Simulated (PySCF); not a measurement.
# 17O chemical shifts

All values are calculated (PySCF 2.14.0 with density-fitted response routines): GFN2-xTB geometry, GIAO PBE0/pcSseg-1 shieldings. No solvent, non-relativistic Hamiltonian, one conformer, fast rotation and ring inversion assumed for equivalent nuclei.

Shieldings were converted by a linear fit to measured shifts: 17O: δ = 266.70 − 0.911σ (rms 10.7 ppm, 155 shifts, 12.2 ppm with the 3 outliers that the fit left out vs liquid water, solution or neat liquid). A few per cent of atoms miss by over 2 rms, more outside the fitted compound classes.

Task: Give the 17O shifts of `CCO[Si@H]1CCCO1`, `O=CN[C@@H]1C=C[C@@H]1C=O`, `C#C[P@@](=O)(O)c1ccc(Cl)cc1`, `CCO[C@@H]1CC[SiH2]O1`, `C=CC[C@@H]1C=C[S@](=O)CC1`, `COC[Si@H]1CCOC1`, `CC(=O)CCC[SiH2]O`.

Result: 
```tsv
compound	environment	δ (ppm)
[CH3:1][CH2:2][O:3][Si@H:4]1[CH2:5][CH2:6][CH2:7][O:8]1	O8: oxygen bonded to C, Si, in a 5-membered ring	18.0
[CH3:1][CH2:2][O:3][Si@H:4]1[CH2:5][CH2:6][CH2:7][O:8]1	O3: oxygen bonded to C, Si	7.2
[O:1]=[CH:2][NH:3][C@@H:4]1[CH:5]=[CH:6][C@@H:7]1[CH:8]=[O:9]	O9: aldehyde oxygen	581.6
[O:1]=[CH:2][NH:3][C@@H:4]1[CH:5]=[CH:6][C@@H:7]1[CH:8]=[O:9]	O1: amide-type carbonyl oxygen	338.3
[CH:1]#[C:2][P@@:3](=[O:4])([OH:5])[c:6]1[cH:7][cH:8][c:9]([Cl:10])[cH:11][cH:12]1	O4: P=O oxygen	93.0
[CH:1]#[C:2][P@@:3](=[O:4])([OH:5])[c:6]1[cH:7][cH:8][c:9]([Cl:10])[cH:11][cH:12]1	O5: oxygen bonded to P, H	74.1
[CH3:1][CH2:2][O:3][C@@H:4]1[CH2:5][CH2:6][SiH2:7][O:8]1	O3: ether oxygen	60.0
[CH3:1][CH2:2][O:3][C@@H:4]1[CH2:5][CH2:6][SiH2:7][O:8]1	O8: oxygen bonded to C, Si, in a 5-membered ring	33.8
C=CC[C@@H]1C=C[S@](=O)CC1	S=O oxygen	7.5
[CH3:1][O:2][CH2:3][Si@H:4]1[CH2:5][CH2:6][O:7][CH2:8]1	O7: ether oxygen	9.3
[CH3:1][O:2][CH2:3][Si@H:4]1[CH2:5][CH2:6][O:7][CH2:8]1	O2: ether oxygen	-35.2
[CH3:1][C:2](=[O:3])[CH2:4][CH2:5][CH2:6][SiH2:7][OH:8]	O3: ketone oxygen	562.0
[CH3:1][C:2](=[O:3])[CH2:4][CH2:5][CH2:6][SiH2:7][OH:8]	O8: oxygen bonded to Si, H	-31.5
```

In solution the two oxygens of a carboxylic acid give one averaged line by proton exchange, and hydrogen bonding shields acid and N–H amide carbonyl oxygens by tens of ppm; neither is in these numbers.
